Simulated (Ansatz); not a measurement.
C3H6FNSi, SMILES `C[C@@H]1C=N[Si@H]1F`, 12 atoms. Charge 0, multiplicity 1. All runs use 4 threads of an Arm Neoverse V1 on a shared host. Correlated methods freeze the cores.

Task: How many basis functions does each run have, and how long does it take in Ansatz? RKS PBE-QIDH (frozen core)/def2-TZVPP energy; RKS ωB97M-V/def2-QZVPP energy; RHF-CCSD(T)/def2-SVP energy; RKS B3LYP-D4/def2-TZVPP energy and forces; RKS PBE0-D4/def2-SVP energy; RKS ωB97M-V/def2-SVP energy; RKS PBE0-D4/def2-TZVP relaxation (8 steps); RHF-CCSD(T)/def2-TZVPP energy; RHF-MP2/def2-QZVPP energy; RKS BLYP-D4/def2-TZVPP energy; RKS r2SCANh-D4/def2-TZVPP energy; RKS PBE0-D4/def2-TZVP frequencies. (Estimate.)

Result: Ansatz gave: Other jobs shared the machine, so times are rough.

| level | job | functions | wall time | peak host memory (GiB) |
| --- | --- | --- | --- | --- |
| RKS PBE0-D4/def2-SVP | energy | 118 | 1.4 s | 0.52 |
| RKS BLYP-D4/def2-TZVPP | energy | 281 | 2.6 s | 0.39 |
| RKS ωB97M-V/def2-SVP | energy | 118 | 5.5 s | 0.52 |
| RKS B3LYP-D4/def2-TZVPP | energy and forces | 281 | 6 s | 0.89 |
| RKS r2SCANh-D4/def2-TZVPP | energy | 281 | 7 s | 0.79 |
| RKS PBE-QIDH (frozen core)/def2-TZVPP | energy | 281 | 8.5 s | 0.84 |
| RHF-CCSD(T)/def2-SVP | energy | 118 | 10 s | 0.67 |
| RKS ωB97M-V/def2-QZVPP | energy | 535 | 27 s | 2.6 |
| RKS PBE0-D4/def2-TZVP | relaxation (8 steps) | 228 | 40 s | 0.65 |
| RHF-MP2/def2-QZVPP | energy | 535 | 43 s | 4.1 |
| RKS PBE0-D4/def2-TZVP | frequencies | 228 | 3.6 min | 0.66 |
| RHF-CCSD(T)/def2-TZVPP | energy | 281 | 5.3 min | 8.4 |

B3LYP here is the variant with VWN-RPA as its local correlation; programs differ in this.
